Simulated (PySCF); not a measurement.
Mayer bond orders and bond lengths

Species: C3H7FO3Si.
Numbering: `[OH:1][SiH2:2][O:3][C@@H:4]1[CH2:5][C@@H:6]([F:7])[O:8]1` (hydrogens: H9 on O1; H10, H11 on Si2; H12 on C4; H13, H14 on C5; H15 on C6)

Structure used (GFN2-xTB), in Å, numbered top down from 1:
```
atom  x, y, z in Å
O1    -2.5925   -0.5048   -0.2563
Si2   -2.1089    0.3508    1.0275
O3    -0.5389    0.8474    0.8870
C4     0.5193    0.0787    0.5447
C5     1.6595    0.8298   -0.1654
C6     1.3585   -0.1227   -1.3180
F7     2.3633   -1.0201   -1.5518
O8     0.2954   -0.7231   -0.6372
H9    -1.9356   -0.9254   -0.8119
H10   -2.7533    1.6492    1.0411
H11   -2.2531   -0.4699    2.2281
H12    0.8301   -0.5670    1.3785
H13    1.4266    1.8711   -0.3614
H14    2.6469    0.7168    0.2698
H15    1.0782    0.2848   -2.2965
```

Bond orders from the PBE0/pcSseg-1 density (PySCF). One conformer (not necessarily the lowest) at the GFN2-xTB geometry, without solvent, vibrations or thermal averaging.

**Question.** How far do the computed orders between heavy atoms stray from the drawn ones?

**Answer.** The largest departure is 0.104, at Si2–O3 (drawn single, 0.896).

**Question.** Set the Mayer orders of the bonds beside their lengths.

**Answer.** 
```csv
bond,drawn as,length (Å),Mayer order
O1–Si2,single,1.617,1.085
Si2–O3,single,1.653,0.896
O3–C4,single,1.352,0.979
C4–C5,single,1.539,1.019
C5–C6,single,1.525,1.029
C6–F7,single,1.367,0.945
C6–O8,single,1.398,0.978
O8–C4,single,1.446,0.901
O1–H9,single,0.958,0.914
Si2–H10,single,1.450,0.912
Si2–H11,single,1.461,0.890
C4–H12,single,1.100,0.932
C5–H13,single,1.085,0.936
C5–H14,single,1.085,0.936
C6–H15,single,1.096,0.951
```

By pair of heavy elements: O–Si: lowest Si2–O3 (0.896, 1.653 Å), highest O1–Si2 (1.085, 1.617 Å). C–O: lowest O8–C4 (0.901, 1.446 Å), highest O3–C4 and C6–O8 (0.979, 1.352 Å). C–C: all 2 within 0.02 of one another (1.019 to 1.029). Bonds named together lie within 0.004.

**Question.** Sum the orders of all bonds at each heavy atom with more than one neighbour and set the sums beside the valence in the SMILES.

**Answer.** O1 1.999 (drawn 2), Si2 3.783 (drawn 4), O3 1.875 (drawn 2), C4 3.831 (drawn 4), C5 3.920 (drawn 4), C6 3.903 (drawn 4), O8 1.879 (drawn 2). Orders between atoms that aren't bonded are not in these sums.

Mayer orders depend on the basis set.
